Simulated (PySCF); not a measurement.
H₃HfO₃, SMILES [OH][Hf+]([OH])[OH], charge +1, multiplicity 1. Atoms are numbered in the order given.

```xyz
7

Hf     0.0000     0.0000    -0.1926
O      1.5350    -0.8862     0.4496
H      2.2138    -1.2782     1.0258
O      0.0000     1.7725     0.4496
H      0.0000     2.5563     1.0258
O     -1.5350    -0.8862     0.4496
H     -2.2138    -1.2782     1.0258
```
Charge +1, spin multiplicity 1.

Coordinates come from a PBE-D3(BJ)/def2-SVP optimisation. The multiplicity is an assumed one; other spin states were not compared. The isomer is the one that the SMILES or the coordinates give; other isomers of the formula were not compared. The def2 effective core potentials stand for the cores of Hf; spin–orbit coupling is left out. One conformer was computed; it need not be the lowest.

Calculation: M06-2X/def2-TZVPD (PySCF).

Mulliken values depend strongly on the basis, most of all with diffuse functions as here. ESP charges are fitted to the potential on shells at 1.4 to 2.0 van der Waals radii. Atomic charges (e):

```
atom  ESP fit  Mulliken
----  -------  --------
Hf1      2.65      2.04
O2      -1.18     -0.77
H3       0.62      0.43
O4      -1.17     -0.77
H5       0.62      0.43
O6      -1.18     -0.77
H7       0.62      0.43
```
